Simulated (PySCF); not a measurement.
## Excitation energy of W by level of theory

W [Xe] 4f14 5d4 6s2 (5D) → W [Xe] 4f14 5d5 6s1 (7S), as a difference of total energies. Computed with PySCF 2.14 in aug-cc-pwCVDZ-PP with ECP60MDF (6s6p5d3f, 70 functions), with a scalar-relativistic core potential. Correlated levels: valence and next inner shell: nothing frozen outside the core potential. The calculations carry no spin-orbit coupling.

```csv
method,excitation energy (eV),error (eV)
UHF,-1.160,-0.973
MP2 (valence and next inner shell),-0.532,-0.345
SCS-MP2 (valence and next inner shell),0.047,+0.234
CCSD (valence and next inner shell),-0.407,-0.220
CCSD(T) (valence and next inner shell),-0.289,-0.102
```

Reference: -0.187 eV (measured; NIST levels, between the centres of gravity of the two terms).

Errors of the correlated levels include the incompleteness of this basis.
